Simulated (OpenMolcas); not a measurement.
# As+: CASPT2 settings compared

```
Program             : OpenMolcas 26.06
Basis               : ANO-R1 [5s4p3d1f]
Scalar Hamiltonian  : X2C, finite nucleus
Active space        : 4 electrons in 8 orbitals (4s 4p 5s 5p)
State averaging     : 2S+1 = 3 even, 3 roots; 2S+1 = 1 even, 6 roots kept (CI in the orbitals of an earlier block); 2S+1 = 5 odd, 1 root; 2S+1 = 3 odd, 8 roots kept (CI in the orbitals of an earlier block); 2S+1 = 1 odd, 3 roots kept (CI in the orbitals of an earlier block)
Spin-orbit coupling : state interaction with AMFI integrals over the reference wave functions, term energies averaged over their components
```

Methods on the same reference wave functions:
A. CASSCF
B. SS-CASPT2, IPEA 0.35 Eh, imaginary shift 0.05 Eh (closed shells correlated: 3s 3p 3d)
C. SS-CASPT2, IPEA 0 Eh, real shift 0.4 Eh (closed shells correlated: 3d)
D. XMS-CASPT2, IPEA 0.15 Eh, sigma2 regulariser 0.2 Eh (closed shells correlated: 3d)

Energies in cm-1 above 4s2 4p2 3P0, the measured ground level; measured values from NIST Handbook of Basic Atomic Spectroscopic Data.

| Level | A | B | C | D | Measured |
| --- | --- | --- | --- | --- | --- |
| 4s2 4p2 3P0 | 0.0 | 0.0 | 0.0 | 0.0 | 0.0 |
| 4s2 4p2 3P1 | 921 | 902 | 899 | 897 | 1063 |
| 4s2 4p2 3P2 | 2268 | 2240 | 2240 | 2240 | 2541 |
| 4s2 4p2 1D2 | 12141 | 11300 | 11660 | 11530 | 10096 |
| 4s2 4p2 1S0 | 21435 | 23670 | 24140 | 24440 | 22599 |
| 4s 4p3 5S* 2 | 44020 | 50200 | 49990 | 50380 | 54817 |

Deviations, from unrounded energies. A percentage is the sum of absolute deviations over the sum of measured energies, with the sign that they share, or ± where signs differ.

```tsv
Against measurement	Levels	A	B	C	D
mean absolute deviation (cm-1)	5	2900	1500	1700	1600
fine structure of the ground term (%)	2	-11.5	-12.8	-12.9	-13.1
other terms of the ground configuration (%)	2	±9.8	+7.0	+9.5	+10.0
other configurations (%)	1	-19.7	-8.4	-8.8	-8.1
```

B lies closest to measurement on these levels and A furthest from it. The largest miss of B in the table is 4s 4p3 5S* 2, by -4600 cm-1. The ranking rests on the paired levels alone, and a cruder setting can come out closer through cancelling errors.

Among B to D the level of the table that moves most is 4s2 4p2 1S0, by 770 cm-1 (lowest in B, highest in D). Moves below CASPT2's spread within the term are not significant.

From A to B the spin-free energies of the other terms of 4s2 4p2 shown, above 3P, scale by factors of 0.92 to 1.12.

The lowest spin-free term lies below A's lowest term by 0.478 hartree in B, 0.405 hartree in C, 0.407 hartree in D.

CASPT2 breaks the degeneracy within a term, and the mean is taken; among the terms shown or strongly mixed into the levels shown the widest spread is 200 cm-1 (4s2 4p2 1D, D). Over all roots computed the reference weight is 0.89 to 0.96 in B, 0.84 to 0.96 in D; the roots of lowest weight are the least certain, and an intruder state may touch them. Terms from blocks run as CI alone lack orbitals of their own. The run also gave levels led by 4s2 4p 5s, which use shells meant for correlation; these and all levels above them are left out. Terms of s pⁿ other than that of highest spin mix with s² pⁿ⁻² d, which this space lacks; all of them can be thousands of cm-1 off, and some have no real level of that name. Without dynamic correlation excited terms often stand tens of per cent too high (terms of higher spin than the ground term too low), and those without a measured partner can miss by more than the paired ones (holds for A). Some terms miss by over 15 % even with CASPT2, which points to a basis or an active space too small for the shells correlated (holds for C). Measured partners are found by configuration, term and J. A level has none where our copy of the source lacks it or the pairing is in doubt (some pairs that miss far off the trend of their configuration count as doubtful), and it then counts in no deviation. Only configurations of the active space appear. Levels that lie high or do not pair safely by name in every column are left out.

* marks odd parity.
